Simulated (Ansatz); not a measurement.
Species: C$_{4}$H$_{4}$N, SMILES `[c]1ccc[nH]1` (charge 0, multiplicity 2).

Question: Give a relaxed geometry from CAM-B3LYP-D3(BJ)/def2-TZVP (Ansatz, a program for electronic structure).

Answer: the end point of this relaxation (outside a Z-matrix the atoms follow the SMILES, hydrogens last).
Bond lengths (Å): C1–C2 1.356, C1–N5 1.349, C2–C3 1.430, C2–H6 1.075, C3–C4 1.365, C3–H7 1.077, C4–N5 1.378, C4–H8 1.076, N5–H9 1.003. Bond angles (°): C2–C1–N5 111.5, C1–C2–C3 104.6, C1–C2–H6 127.8, C3–C2–H6 127.6, C2–C3–C4 108.4, C2–C3–H7 125.8, C4–C3–H7 125.8, C3–C4–N5 107.7, C3–C4–H8 131.1, N5–C4–H8 121.2, C1–N5–C4 107.8, C1–N5–H9 126.1, C4–N5–H9 126.1.
